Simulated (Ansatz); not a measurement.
Total energies of MnBr₂ from Ansatz at PBE0-D4/def2-TZVPD, gas phase (1 Eh = 27.2114 eV = 2625.5 kJ/mol). The reference geometry is relaxed at B3LYP-D4/def2-TZVP.

```tsv
state	geometry	energy (Eh)
charge 0 sextet	reference	-6298.66280
charge -1 quintet	reference	-6298.71494
free Mn atom (sextet)	–	-1150.76171
free Br atom (doublet)	–	-2573.81224
```

Task: Work out the vertical electron affinity, to the quintet.

Result: E(charge 0 sextet) − E(charge -1 quintet) = -6298.66280 − (-6298.71494) = 0.05214 Eh = 1.42 eV.

Task: What is the binding energy per atom against free atoms?

Result: Atoms: 1 × (-1150.76171) + 2 × (-2573.81224) = -6298.38619 Eh. Binding: -6298.38619 − (-6298.66280) = 0.27661 Eh = 7.53 eV, or 2.51 eV for each of 3 atoms (no zero-point energy, no counterpoise term).

At PBE0-D4/def2-TZVPD the charge -1 quintet is spin-contaminated (final ⟨S²⟩ up to 6.20, 6.00 for a pure state). At PBE0-D4/def2-TZVPD the highest occupied level of the charge -1 quintet lies above zero (up to 0.20 eV). By energy differences its removal costs 1.42 eV (vertical, to the charge 0 sextet, at PBE0-D4/def2-TZVPD); a positive level beside a positive removal energy at the same level points to self-interaction error.
